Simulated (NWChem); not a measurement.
Molecule: CH3ClFNTi; SMILES C[N]=[Ti]([F])[Cl]

```xyz
8

Ti     0.3685    -0.0490    -0.0003
N     -0.5360     1.3450     0.0026
C     -1.1983     2.6145    -0.0023
H     -1.1036     3.0961     0.9811
H     -0.7511     3.2876    -0.7473
H     -2.2683     2.5067    -0.2272
F      2.1249     0.2092    -0.0002
Cl    -0.7156    -2.0468    -0.0002
```
Atoms are numbered in this order, from 1.

Program: NWChem. All runs use the structure optimised with B3LYP/6-31G* (spherical d). No frequency run checked for a minimum. B3LYP is NWChem's, with the RPA form of VWN correlation.

### Question
Predict the results for B3LYP/aug-cc-pVDZ. Quantities: highest occupied level (eV); orbital gap (eV); dipole (D).

### Answer
```
Item                         Value
---------------------------  -----
highest occupied level (eV)  -7.29
orbital gap (eV)              3.76
dipole (D)                    2.52
```
